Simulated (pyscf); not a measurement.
H₃C–N(CH₃)–SiH₃, singlet

Gas-phase minimum from PySCF at ωB97X-D3(BJ)/def2-SVP, one conformer. 

```
N
C 1 1.4483
H 2 1.1015 1 110.52
H 2 1.1060 3 107.49 1 120.84
H 2 1.1097 3 107.75 4 115.43
C 1 1.4483 2 114.14 3 175.97
H 6 1.1015 1 110.52 2 -176.02
H 6 1.1060 7 107.49 1 -120.84
H 6 1.1097 7 107.75 8 -115.43
Si 1 1.7349 2 120.97 3 -26.08
H 10 1.4921 1 108.20 2 161.92
H 10 1.4921 11 110.87 7 141.94
H 10 1.5021 11 107.21 12 116.72
```

Properties at ωB97X-D3(BJ)/def2-SVP:

```json
{
  "harmonic_wavenumbers_unscaled": "117, 135, 213, 245, 280, 368, 685, 711, 730, 932, 992, 997, 1047, 1100, 1124, 1177, 1279, 1337, 1445, 1465, 1469, 1477, 1495, 1515, 2194, 2254, 2257, 2998, 3004, 3072, 3079, 3145, 3146 cm⁻¹",
  "zero_point_energy": "67.9 kcal/mol",
  "rotational_symmetry_number": "1",
  "Entropy of this conformer at 298 K and 1 atm, rigid rotor and harmonic oscillator, modes under 100 cm⁻¹ raised to 100": "327.7 J/(mol K)",
  "dipole_moment": "0.96 D"
}
```

Single-point totals, which compare only within one level:

```json
[
 {"level": "ωB97X-D3(BJ)/def2-TZVP", "total energy (hartree)": "-426.03091"},
 {"level": "PBE/def2-TZVP", "total energy (hartree)": "-425.58706"},
 {"level": "r²SCAN/def2-TZVP", "total energy (hartree)": "-425.81611"},
 {"level": "B3LYP-D3(BJ)/def2-TZVP", "total energy (hartree)": "-425.97863"},
 {"level": "PBE0-D3(BJ)/def2-TZVP", "total energy (hartree)": "-425.64734"},
 {"level": "M06-2X/def2-TZVP", "total energy (hartree)": "-425.83832"},
 {"level": "ωB97M-D3(BJ)/def2-TZVP", "total energy (hartree)": "-426.00479"}
]
```

Soft torsions are taken as harmonic, which can shift the entropy by several J/(mol K).
